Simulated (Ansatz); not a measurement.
Program: Ansatz. Geometries: PBE0-D4/def2-TZVP. ΔE: electronic, gas phase. CCSD(T)/CBS adds triple-zeta CCSD(T) − MP2 to the extrapolated MP2 energy (def2 sets, frozen cores). This one scheme is used for every species. Functionals use def2-TZVPP. Triplets are unrestricted, without spin–orbit coupling. Elements past krypton have def2 core potentials. For I outer-core shells are correlated without core-valence functions, which leaves a few kJ/mol of doubt a bond.

`CBI` → `BI` + `[CH2]` (triplet)  (formal loss of a carbene)

```json
{"level": "r2SCAN-D4", "ΔE (kcal/mol)": "113.2"}
{"level": "PBE0-D4", "ΔE (kcal/mol)": "117.6"}
{"level": "r2SCANh", "ΔE (kcal/mol)": "112.4"}
{"level": "CCSD/def2-SVP", "ΔE (kcal/mol)": "110.2"}
```

What does CCSD(T)/CBS give? (Estimate.)

Ansatz gave: +117.3 kcal/mol. The listed levels differ from it by -4.1, 0.3, -4.9, -7.1 kcal/mol.

What do rigid-rotor, harmonic-oscillator terms from PBE0-D4/def2-TZVP frequencies (298.15 K, 1 bar) make of the CCSD(T)/CBS value? (An estimate is asked.)

Ansatz gave: ΔZPE = -7.1 kcal/mol, ΔH = +111.6 kcal/mol, ΔS = 141 J/(mol·K), ΔG = +101.5 kcal/mol. Open shells count their whole term as degenerate.

Largest T1 diagnostic among the species: 0.012.

At CCSD(T), def2-SVP lies −5.2 kcal/mol from the extrapolated value and def2-TZVPP −3.2 kcal/mol. The D4 term adds +2.1 kcal/mol with B3LYP and +1.1 kcal/mol with PBE0; it sums over pairs of atoms, weighted by their polarisabilities, and B3LYP, whose exchange is more repulsive, gets the larger term. From PBE to PBE0 (25 % exact exchange), in def2-TZVPP and without D4, ΔE moves by −2.0 kcal/mol.

B3LYP here is the variant with VWN-RPA as its local correlation; programs differ in this.
